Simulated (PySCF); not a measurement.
`CC/C=C\[Se]C`. Method: PySCF, PBE0-D3(BJ)/def2-SVP geometry optimisation, gas phase.

```
atom  x, y, z in Å
C1     2.9049   -0.2174    1.0100
C2     1.9422    0.1866   -0.1026
C3     0.8308    1.0619    0.3824
C4    -0.4770    0.7847    0.3352
Se5   -1.2304   -0.7918   -0.4001
C6    -3.0826   -0.3797    0.0068
H7     3.7240   -0.8420    0.6224
H8     3.3560    0.6672    1.4872
H9     2.3827   -0.7871    1.7937
H10    1.5296   -0.7155   -0.5852
H11    2.5019    0.7206   -0.8918
H12    1.1230    2.0164    0.8380
H13   -1.2127    1.4927    0.7297
H14   -3.2317   -0.2897    1.0910
H15   -3.3950    0.5420   -0.5019
H16   -3.6834   -1.2181   -0.3698
```

(1) Which two atoms are farthest apart?

(2) Work out the bond lengths C1–C2, C2–H10, C3=C4, C3–H12, C4–Se5, C6–H16 in bohr.

(3) Where is the centre of mass (commonest isotopes), and what is the radius of gyration?

(4) Give the dihedral angles H12–C3–C4–Se5, H7–C1–C2–H11, H9–C1–C2–H10, C4–Se5–C6–H14, C2–C3–C4–Se5, C1–C2–C3–H12.

(5) What are the angles H7–C1–H9, C1–C2–C3, C4–C3–H12, C2–C3–H12?

(6) How far are the heavy atoms from their best plane (unweighted least squares)?

(7) How far apart are these pairs, which share no bond: C3···H7, C4···H11, C4···H12, H7···H12, H13···H15, H13···H16, H15···H16?

(8) Write the matrix of distances between heavy atoms (Å, lower triangle).

Answers

(1) H8···H16, 7.52 Å; the next longest distance is 7.48 Å.

(2) For C1–C2 the difference vector is (-0.9627, 0.4040, -1.1126) Å, of length 1.5257 Å. 1 bohr = 0.529177 Å. C1–C2 2.883; C2–H10 2.085; C3=C4 2.528; C3–H12 2.074; C4–Se5 3.582; C6–H16 2.075 bohr.

(3) Mass 149.995 u; centre at (-0.465, -0.296, -0.054) Å; Rg = √(Σ m r²/M) = 1.911 Å. As Ia + Ib + Ic = 2 Σ m r², the three principal moments sum to 1095.3 u·Å².

(4) H12–C3–C4–Se5 180° (antiperiplanar); H7–C1–C2–H11 -57° (synclinal); H9–C1–C2–H10 -62° (synclinal); C4–Se5–C6–H14 -62° (synclinal); C2–C3–C4–Se5 -1° (synperiplanar); C1–C2–C3–H12 60° (synclinal). Dihedral signs follow IUPAC: positive where, seen along the central bond, the front bond turns clockwise onto the rear one.

(5) From the scalar product of the two bond vectors; for H7–C1–H9 it is -0.3757 Å² over 1.1006 × 1.1007 Å², cos θ = -0.3101. H7–C1–H9 108.1°; C1–C2–C3 112.8°; C4–C3–H12 117.1°; C2–C3–H12 116.5°.

(6) 0.343 Å rms; C1 0.53, C2 0.52, C3 0.08, C4 0.07, Se5 0.27, C6 0.27 Å (magnitudes).

(7) C3···H7 3.472 Å (3 bonds apart); C4···H11 3.222 Å (3 bonds apart); C4···H12 2.081 Å (2 bonds apart); H7···H12 3.871 Å (4 bonds apart); H13···H15 2.680 Å (4 bonds apart); H13···H16 3.829 Å (4 bonds apart); H15···H16 1.788 Å (2 bonds apart).

(8) 
```
C1    0.000
C2    1.526  0.000
C3    2.516  1.496  0.000
C4    3.591  2.530  1.338  0.000
Se5   4.407  3.333  2.880  1.896  0.000
C6    6.073  5.058  4.187  2.873  1.941  0.000
```

PBE0-D3(BJ)/def2-SVP frequencies: not computed here. The numbers are those of one conformer.

The run took 59 s on Arm Neoverse V1, one thread, no GPU, shared host. That covers the optimisation of the geometry.
